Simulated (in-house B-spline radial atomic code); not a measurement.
Mo²⁺: [Kr] 4d3 7s1 (an excited or competing configuration)

Method: Dirac-Hartree-Fock, average of configuration, Fermi nucleus of rms radius 4.4091 fm. Calculated with a radial B-spline atomic code at the basis-set limit.

Screening seen three ways: the hydrogenic charge with the same mean radius, Z_r = [3n² - l(l+1)]/(2<r>), the one with the same energy, Z_e = n√(-2ε), and Slater's rules. Values are occupation-weighted means over j. An effective charge above Z reflects the relativistic contraction of the inner shells.

```
shell  electrons   ε (eV)  <r> (bohr)    Z_r    Z_e  Slater
   1s          2   -20151     0.03516  42.67  38.48   41.70
   2s          2    -2947      0.1531  39.20  29.43   37.85
   2p          6  -2632.5      0.1339  37.35  27.82   37.85
   3s          2  -559.06      0.4259  31.70  19.23   30.75
   3p          6   -452.9       0.428  29.21  17.31   30.75
   3d         10  -279.57       0.414  25.36  13.60   20.85
   4s          2  -108.47       1.104  21.74  11.29   14.25
   4p          6  -76.575       1.217  18.90   9.49   14.25
   4d          3  -35.605        1.61  13.04   6.47    5.30
   7s          1  -6.2053       9.947   7.39   4.73    3.00
```

The least bound orbital is 7s1/2 at -6.205 eV, and it is also the most diffuse (<r> = 9.947 bohr).

Spin-orbit splittings of the orbital energies (j = l + 1/2 above j = l - 1/2 when positive): 2p 107.2 eV, 3p 18.32 eV, 3d 3.425 eV, 4p 2.721 eV, 4d 0.2556 eV.

For the 1s electron the small component carries 2.35 % of the norm, the zero-frequency Breit interaction raises the level by 38.71 eV, self-energy by 21.15 eV, and vacuum polarisation lowers it by 2.443 eV.

The density falls to 0.001 bohr⁻³ at 3.286 bohr; Σ<r²> = 136.15 bohr² gives, by the non-relativistic formula and without the paramagnetism of open shells, a Langevin diamagnetic susceptibility of -107.8×10⁻⁶ cm³/mol.
